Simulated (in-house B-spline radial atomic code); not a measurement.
# BLYP excitations of neutral magnesium

Method: BLYP. Computed with a B-spline radial code for spherical atoms: linear response of the closed shell [Ne] 3s2 with the functional's adiabatic kernel; scalar-relativistic (spin-free one-electron X2C), finite nucleus, no spin-orbit coupling, no double excitations, S, P, D and F terms only.

Command:
```bash
python run_td.py task.json out
```
Settings (radii: box in bohr, nucleus in fm):
```
Z                        12
electrons                12
configuration            [Ne] 3s2
hamiltonian              x2c
method                   b88,lyp
box_radius               75
rms_radius               3.057
intervals                78
```

Run time, properties included: 0.6 s on 1 thread of Arm Neoverse N1, on a shared host.

The lowest states, in the order of their Tamm-Dancoff energies; the method's threshold (minus the highest occupied level) is 4.572 eV. Labels give the largest channel, * marks a mixed state, and oscillator strengths are full-response dipole values. Measured ¹D terms are left out, since they can mix with doubly excited terms. Semilocal kernels can invert the small singlet-triplet splittings of Rydberg terms. Energies in eV:

| state | full response | Tamm-Dancoff | oscillator strength | measured (J-weighted term) |
| --- | --- | --- | --- | --- |
| 3s → 3p 3P | ? | ? | - | ? |
| 3s → 3p 1P | 4.138 | 4.254 | 1.32 | 4.346 |
| 3s → 4s 3S | ? | ? | - | ? |

Question: Where does 3s → 3p 3P lie?

Answer: At 2.676 eV in full response, 2.774 eV in Tamm-Dancoff; measured 2.714 eV.

Question: Where does 3s → 4s 3S lie?

Answer: At 4.405 eV in full response, 4.406 eV in Tamm-Dancoff; measured 5.108 eV.

Question: How large is the singlet-triplet splitting of 3s → 3p (P terms) in Tamm-Dancoff?

Answer: 1.48 eV, from the unrounded values.

Question: What polarisabilities and dispersion coefficient does the method give?

Answer: Dipole 71.56 bohr³, quadrupole 923.8 bohr⁵, C6 624.3 hartree·bohr⁶ for two such species. Recommended dipole value: 71.2 ± 0.4 bohr³ (Schwerdtfeger and Nagle, table of static dipole polarizabilities (2023 update)), which includes relativity and correlation.
